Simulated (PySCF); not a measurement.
# Se₄⁻, doublet: structure and spectrum

Computed with UB3LYP/[Se def2-SVPD], no relativity, density fitting, PySCF.

The structure is a higher-order saddle point with 2 imaginary modes (one degenerate set).

| Item | Value |
| --- | --- |
| Point group | C3v |
| Bond lengths | Se–Se 2.348 Å (×3) |
| Bond angles | Se–Se–Se 104.7° (×3) |
| Principal polarisabilities | 111.7, 220.2, 220.2 bohr³ |
| Lowest empty level (β) | -0.67 eV |
| Rotational constants | 0.02779, 0.02779, 0.01526 cm⁻¹ |
| Dipole moment about the centre of mass | 0.98 D |
| Zero-point energy (real modes) | 5.0 kJ/mol |
| Highest occupied level (β) | -2.03 eV |
| Principal quadrupole moments (Buckingham, traceless) about the centre of mass | -5.09, -5.09, 10.18 D Å |
| Spin squared ⟨S²⟩ | 0.759 |

Harmonic modes (masses in u: Se 79.917):
```
symmetry  ω (cm⁻¹)  IR (km/mol, summed over degenerate members)     type
       e       43i                                            –     bend
      a1       118                                          0.0     bend
       e       230                                          3.1  stretch
      a1       262                                          0.2    mixed
```

In C3v the vibrations span 2e + 2a1.

Charges (e); Mulliken and Löwdin values are unreliable with diffuse functions:
```
   atom  Mulliken  Löwdin  polar tensor  spin (Mulliken)  Mayer order to Se1
    Se1     -0.03   -0.50         -0.23            -0.11                   –
Se2,3,4     -0.32   -0.17         -0.26             0.37                1.12
```

Mulliken populations on Se1: s 7.77, p 15.84, d 10.42.

Outer orbital energies (eV). α occupied: -6.36, -5.61, -3.21, -3.21, -2.38, -2.29, -2.29, -2.18; empty: 1.39, 2.12, 2.12, 3.40. β occupied: -6.25, -6.25, -5.58, -2.58, -2.58, -2.07, -2.03, -2.03; empty: -0.67, 1.45, 2.21, 2.21.

Only a few start shapes were tried, so a lower isomer may exist.

The final relaxation and frequency run took of the order of 17 core-minutes on a shared host.
